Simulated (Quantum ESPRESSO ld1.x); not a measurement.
Species: the osmium ion Os5+. Configuration: [Xe] 4f14 5d3 (the NIST ground configuration). Method: scalar-relativistic Kohn-Sham, relativistic LDA (MacDonald-Vosko exchange, VWN5 correlation), spin-unpolarised, spherical densities, point nucleus; computed with ld1.x of Quantum ESPRESSO 7.5.

X-ray form factor f0, the Fourier transform of the density (f0(0) = 71):

sin(theta)/lambda (1/angstrom)  f0 (electrons)
0.05                                    70.470
0.1                                     68.946
0.15                                    66.607
0.2                                     63.699
0.25                                    60.470
0.3                                     57.138
0.4                                     50.729
0.5                                     45.089
0.6                                     40.275
0.8                                     32.559
1                                       26.671
1.25                                    21.384
1.5                                     17.967
2                                       14.145
